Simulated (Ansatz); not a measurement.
Reaction (cleavage of the Si–Si bond): `N[Si](F)(F)[SiH3]` + `S[SiH]1CO1` → `[SiH3]S[SiH]1CO1` + `N[SiH](F)F`

Computed with Ansatz on PBE0-D4/def2-TZVP structures; ΔE is electronic, products minus reactants. CCSD(T)/CBS is the MP2 limit (def2-TZVPP, def2-QZVPP) plus CCSD(T) − MP2 in def2-TZVPP, frozen cores. This one scheme is used for every species. One conformer a species, not always the lowest.

```csv
species,HF/CBS(def2) energy (Eh)
`N[Si](F)(F)[SiH3]`,-834.45704
`S[SiH]1CO1`,-801.63175
`[SiH3]S[SiH]1CO1`,-1091.77317
`N[SiH](F)F`,-544.34605
```

(1) Work out ΔE.

Largest T1 diagnostic among the species: 0.013.

Results:

(1) ΔE = (-1091.77317) + (-544.34605) − (-834.45704) − (-801.63175) = -0.03043 Eh = -79.9 kJ/mol. CCSD(T)/CBS gives -74.0 kJ/mol.

From PBE to PBE0 (25 % exact exchange), in def2-TZVPP and without D4, ΔE moves by −6.6 kJ/mol.
